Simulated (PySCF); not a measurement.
Species: C6H6S (triplet state).
Cartesian coordinates in Å at the GFN2-xTB level; atoms count from 1:
```xyz
13
C6H6S angstrom
C      2.5760    0.7329    0.2688
C      1.3709    0.2094   -0.3283
C      0.1029   -0.0448   -0.1853
C     -0.8647   -0.6155   -1.0452
C     -2.1362   -0.7193   -0.5112
C     -2.2551   -0.2473    0.7728
S     -0.7888    0.3623    1.4225
H      2.8080    1.7224   -0.1315
H      2.4579    0.8162    1.3560
H      3.4239    0.0752    0.0661
H     -0.5925   -0.9333   -2.0349
H     -2.9703   -1.1351   -1.0507
H     -3.1365   -0.2227    1.3830
```

The hyperfine couplings belong to this conformer and change with its torsions.

Identity: `C[C]C1=CC=CS1` [triplet].

Method: UKS B3LYP, pcH-1 on C H S, non-relativistic, mean-field spin-orbit, GIAO in PySCF. The structure is a single GFN2-xTB conformer in the gas phase; no vibrational or solvent corrections. This triplet need not be the ground state; the singlet was not compared here. The geometry wasn't refined by DFT: couplings that depend on bond lengths, twists or pyramidal angles can differ widely from those at the functional's own minimum. Stability of the SCF solution: not tested.

Question: Match the computed a_iso(13C) values +132.5, +36.8, +17.3, -15.9, -7.1, -2.5 MHz with the sites C1; C2; C3; C4; C5; C6.

Answer: 
| site | a_iso (MHz) | ρ(0) (bohr⁻³) | position | distance from C2 (Å) | spin population | largest \|T\| (MHz) |
| --- | --- | --- | --- | --- | --- | --- |
| C1 | -7.1 | -0.0127 | 1 bond from C2 | 1.44 | -0.09 | 3.7 |
| C2 | +132.5 | +0.2359 | largest spin population | 0.00 | +1.37 | 58.4 |
| C3 | -2.5 | -0.0044 | 1 bond from C2 | 1.30 | -0.30 | 14.3 |
| C4 | +36.8 | +0.0655 | 2 bonds from C2 | 2.49 | +0.44 | 31.4 |
| C5 | -15.9 | -0.0282 | 3 bonds from C2 | 3.63 | -0.16 | 10.5 |
| C6 | +17.3 | +0.0306 | 3 bonds from C2 | 3.82 | +0.38 | 32.4 |

Question: Match the computed a_iso(1H) values +51.7, -16.3, -4.2, +4.0 MHz (means over equivalent nuclei) with the sites H8/H9/H10; H11; H12; H13.

Answer: 
```tsv
site	a_iso (MHz)	ρ(0) (bohr⁻³)	position	distance from C2 (Å)	bound to	spin population there	largest |T| (MHz)
H8/H9/H10	+51.7	+0.0231	2 bonds from C2	2.10	C1	-0.09	7.0
H11	-16.3	-0.0073	3 bonds from C2, on C4 of spin population +0.44	2.84	C4	+0.44	8.2
H12	+4.0	+0.0018	4 bonds from C2, on C5 of spin population -0.16	4.60	C5	-0.16	2.2
H13	-4.2	-0.0019	4 bonds from C2, on C6 of spin population +0.38	4.84	C6	+0.38	9.1
```

ρ(0) is the spin density at the nucleus and T the dipolar tensor; a_iso includes a spin–orbit part; entries for several nuclei are means. Largest spin populations (Mulliken): C2 (+1.37), C4 (+0.44), C6 (+0.38) and C3 (-0.30). Four atoms exceed +0.15.

Nuclei that the bonding pattern makes equivalent are averaged, as if the motion that swaps them (rotation, inversion, ring flip) were fast. The three 1H nuclei of mean +51.7 MHz run from 40.4 to 68.9 MHz in the frozen geometry.
